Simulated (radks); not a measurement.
The selenium anion Se2-, [Kr], held by a Watson sphere: a shell of charge +1.8 at radius R that stands for the Madelung well of a crystal (potential energy -1.8/R inside, -1.8/r outside, in hartree with lengths in bohr). All-electron calculation, scalar-relativistic Kohn-Sham, LDA (Slater exchange, VWN5 correlation), spin-polarised, spherical densities, point nucleus. Program: a radial shooting solver on a logarithmic mesh with Libxc functionals. Response by self-consistent Sternheimer equations with the Hartree and adiabatic LDA kernel, the relativistic mass of each level held fixed and spin-orbit coupling left out. The sphere does not respond.

R (bohr)  e(3d) (eV)  e(4s) (eV)  e(4p) (eV)  <r> 4p (bohr)  sum of <r^2> (bohr^2)  X-ray form factor at sin(theta)/lambda = 0.3 1/angstrom  alpha (bohr^3)
2.42         -49.909     -16.170      -5.974          2.372                  56.19                                                   23.143           37.79
2.44         -49.885     -16.125      -5.945          2.377                  56.38                                                   23.144           38.18
2.96         -49.399     -15.066      -5.173          2.504                  61.39                                                   23.167           50.41
3.61         -48.888     -14.034      -4.255          2.642                  67.35                                                   23.201           71.35
3.75         -48.780     -13.847      -4.073          2.669                  68.59                                                   23.206           76.79
3.8          -48.742     -13.782      -4.009          2.678                  69.03                                                   23.208           78.82
3.88         -48.681     -13.682      -3.909          2.693                  69.73                                                   23.211           82.17
4.43         -48.276     -13.070      -3.277          2.786                  74.44                                                   23.223           108.8
4.75         -48.056     -12.768      -2.952          2.836                  77.14                                                   23.227           127.7
